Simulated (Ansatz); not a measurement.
Coupled-cluster run, `[OH][Ge]([F])([F])[F]`.

```yaml
crystal:
  periodic: [false, false, false]
  atoms:
    - {symbol: O, position_ang: [-0.822458, 0.301640, 1.076858]}
    - {symbol: Ge, position_ang: [0.315332, -0.140687, -0.146342]}
    - {symbol: F, position_ang: [1.692822, -0.764375, 0.618418]}
    - {symbol: F, position_ang: [-0.291644, -1.322127, -1.212691]}
    - {symbol: F, position_ang: [0.784047, 1.179858, -1.114961]}
    - {symbol: H, position_ang: [-1.636000, 0.681792, 0.732518]}
basis:
  gaussian: {orbitals: def2-TZVPP}
correlation: {method: ccsd_t}
output: {orbitals: {seedname: orbitals}}
```

```sh
$ ansatz run in.yaml --threads 4 --pin off --events-out ev --progress --plain --max-ram 10444MiB
```

The program prints (abridged):

```
Functional definition: HF
1228 factors; integrals over basis functions are off by at most 7.2e-4 eV
mean field evaluation 1: about -66648.8398 eV, gradient 5.3e1 eV
mean field evaluation 2: about -66648.9852 eV, gradient 5.3e1 eV
mean field evaluation 4: about -66653.1732 eV, gradient 2.9e0 eV
mean field evaluation 8: about -66653.2103 eV, gradient 2.9e-1 eV
mean field -66653.21043044 eV, -2449.4603041499 hartree, gradient 2.4e-6 eV, S^2 0.000000; 0 other end points of the search recorded, 0 dependent functions left out
13 core orbitals not correlated: weight in the atoms' cores, before any rotation towards them, 1.000 or more for the frozen orbitals, at most 0.000 for the correlated occupied ones
reference -66653.21043044 eV, -2449.4603041499 hartree; 21, 21 occupied and 152, 152 virtual orbitals, 1228 factors
second order -33.52438263 eV of doubles, -0.00000000 eV of singles
cycle   1  -32.47781127 eV  change     1.0e0 eV  update   1.2e-1
cycle   2  -33.20247107 eV  change   -7.2e-1 eV  update   3.5e-2
cycle   3  -33.35120026 eV  change   -1.5e-1 eV  update   1.6e-2
cycle   4  -33.32878269 eV  change    2.2e-2 eV  update   3.3e-3
cycle   5  -33.32505413 eV  change    3.7e-3 eV  update   1.2e-3
cycle   6  -33.32616936 eV  change   -1.1e-3 eV  update   3.7e-4
cycle   7  -33.32610554 eV  change    6.4e-5 eV  update   1.1e-4
cycle   8  -33.32600857 eV  change    9.7e-5 eV  update   3.8e-5
cycle   9  -33.32600945 eV  change   -8.7e-7 eV  update   1.4e-5
perturbative correction -1.05073125 eV, -0.0386136613 hartree
Total energy: -66687.58717114 eV, -2450.7236260692 hartree
```

Hardware: 4 threads of an Arm Neoverse V1 on a shared host. Wall time 81 s, peak host memory 2.3 GiB.

MP2 recovers 97.5 % of the CCSD(T) correlation energy and the triples give 3.1 %; T1 = 0.0122.
